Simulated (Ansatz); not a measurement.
Species: C$_{3}$H$_{13}$NSi$_{2}$, net charge 0, singlet state. SMILES: CC(C)N([SiH3])[SiH3]
Structure (B3LYP-D3(BJ)/def2-TZVP (Ansatz, an electronic-structure program) minimum search):
```xyz
19

C      1.5444     0.2405     1.5845
C      1.1809    -0.1541     0.1561
C      1.8952     0.7178    -0.8751
N     -0.2911    -0.1524    -0.0620
Si    -0.9030    -1.5482    -0.8789
Si    -1.2691     1.1743     0.4713
H      2.6205     0.1501     1.7409
H      1.2699     1.2783     1.7905
H      1.0335    -0.3967     2.3067
H      1.5249    -1.1855     0.0131
H      1.6074     1.7644    -0.7620
H      2.9784     0.6488    -0.7553
H      1.6403     0.4028    -1.8874
H     -2.3681    -1.4189    -1.0266
H     -0.2823    -1.7057    -2.2201
H     -0.5855    -2.7824    -0.1150
H     -0.6507     2.4739     0.1101
H     -2.5859     1.0550    -0.1893
H     -1.4783     1.1918     1.9412
```

Computed values are from Ansatz. Cores are frozen in the correlated levels unless marked. Open shells are spin-unrestricted. No spin-orbit coupling. Non-relativistic. CBS(X,Y): correlation extrapolated as X^-3; Hartree-Fock from the larger set. [CCSD(T)-MP2]/basis is that difference in the basis named.

Task: What is the T1 diagnostic at CCSD/aug-cc-pV(T+d)Z?

Result: 0.011.

Task: What is the atomisation energy De at RI-MP2/CBS(aug-cc-pV(T+d)Z,aug-cc-pV(Q+d)Z)+[CCSD(T)-MP2]/aug-cc-pV(T+d)Z?

Result: 1620.8 kcal/mol.

Task: What is the total energy at RI-MP2/CBS(aug-cc-pV(T+d)Z,aug-cc-pV(Q+d)Z)+[CCSD(T)-MP2]/aug-cc-pV(T+d)Z?

Result: -754.8727 Eh.

Task: What is the dipole moment at CCSD(T)/aug-cc-pV(D+d)Z?

Result: 1.24 D.
